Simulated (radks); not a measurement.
Results of a calculation; reference values are marked as such.
Valence configurations of Cl3+ (all share [Ne]). Code: a radial shooting solver on a logarithmic mesh with Libxc functionals. Model: non-relativistic Kohn-Sham, BLYP, spin-unpolarised, spherical densities, point nucleus. Order these by energy: 3s2 3p2; 3s1 3p3; 3s0.5 3p3.5; 3s1.5 3p2.5; 3p4.

Answer. From the lowest, in eV above it: 3s2 3p2 0.000; 3s1.5 3p2.5 6.759; 3s1 3p3 13.528; 3s0.5 3p3.5 20.307; 3p4 27.097. NIST lists [Ne] 3s2 3p2 as the ground configuration; this level of theory agrees among the configurations tried. The energies are those of spherical spin-averaged densities, not of single terms.
